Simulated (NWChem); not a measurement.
**Correlation energy of BeF2**

```xyz
3

Be     0.0000     0.0000     0.0000
F      0.0000     0.0000     1.3865
F      0.0000     0.0000    -1.3865
```
Charge 0, spin multiplicity 1.

Program: NWChem. Structure: optimised with B3LYP/def2-SVP, a minimum by its harmonic frequencies.

Basis set: cc-pVTZ. Each correlation energy counts from its own Hartree-Fock reference.

The correlated methods keep 3 core orbitals frozen. The structure started from a generated list of species. Coupled-cluster values serve here as a point of comparison, not as the truth.

Question: One of these methods gave a correlation energy of -555.1 mHa. Which?
(A) MP2
(B) CR-CCSD(T)
(C) SCS-MP2
(D) CCSD

Answer: A, MP2. The others give -552.8 (CCSD), -539.2 (SCS-MP2), -565.7 (CR-CCSD(T)).
